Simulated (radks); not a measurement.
The platinum ion Pt+, 77 electrons, occupied as [Xe] 4f14 5d9.

All-electron calculation, scalar-relativistic Kohn-Sham, r2SCAN, spin-polarised, spherical densities, finite nucleus; open shells are filled with parallel spins first (spin-orbit coupling, left out, can overturn this in heavy ions); meta-GGA in the generalised Kohn-Sham scheme; Fermi nuclear charge, rms radius 5.427 fm. Program: a radial shooting solver on a logarithmic mesh with Libxc functionals.

Energy parts (eV):
| part | energy |
|---|---|
| total | -501000.49 |
| kinetic | 558507.81 |
| electron-nucleus | -1244180.66 |
| Hartree | 194321.01 |
| exchange-correlation | -9648.65 |

Orbitals (lengths in bohr, moments of r in powers of bohr):
orbital  occ.  eigenvalue (eV)      <r^2>
1s up       1        -78504.83  0.0004063
1s down     1        -78504.83  0.0004063
2s up       1        -13826.02   0.006201
2s down     1        -13825.93   0.006201
2p up       3        -11982.60   0.005203
2p down     3        -11982.52   0.005203
3s up       1        -3264.600    0.03997
3s down     1        -3264.587    0.03997
3p up       3        -2725.326    0.04101
3p down     3        -2725.306    0.04101
3d up       5        -2138.906    0.03403
3d down     5        -2138.848    0.03403
4s up       1        -714.1844     0.1943
4s down     1        -714.1052     0.1943
4p up       3        -536.5556     0.2216
4p down     3        -536.4874     0.2216
4d up       5        -319.5779     0.2533
4d down     5        -319.4962     0.2532
4f up       7         -78.9818     0.3252
4f down     7         -78.8585     0.3244
5s up       1        -112.2913      1.030
5s down     1        -111.7297      1.027
5p up       3         -66.1028      1.392
5p down     3         -65.3921      1.387
5d up       5         -14.7571      3.151
5d down     4         -13.9672      3.211

The highest occupied level is 5d down at -13.967 eV. For comparison, the ionisation energy in NIST's Atomic Spectra Database is 18.6 eV (measured). In exact Kohn-Sham theory the highest level is minus the ionisation energy, but local and semilocal functionals leave it too shallow, through self-interaction and a potential that decays too fast; potentials with the right tail come closer. Summed over all electrons, <r^2> = 48.50 bohr^2, which gives a Langevin (diamagnetic) susceptibility term of -38.4 x 10^-6 cm^3/mol.
